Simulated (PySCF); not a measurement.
Harmonic spectrum computed at PBE0 in the def2-TZVP basis family (core potentials from Rb on, PySCF, no spin–orbit coupling):

```json
{"ω (cm⁻¹)": "491", "IR (km/mol)": "31.4"}
{"ω (cm⁻¹)": "1260", "IR (km/mol)": "91.6"}
{"ω (cm⁻¹)": "1930", "IR (km/mol)": "43.6"}
```

Which molecule gave it? In each, all ligands are bound to the one heavy central atom.
A. HRuN (singlet)
B. HIrN (doublet)
C. HCoN (quartet)
D. HTcN (doublet)

A. It has Cs symmetry with Ru–H 1.632 Å, Ru–N 1.548 Å.
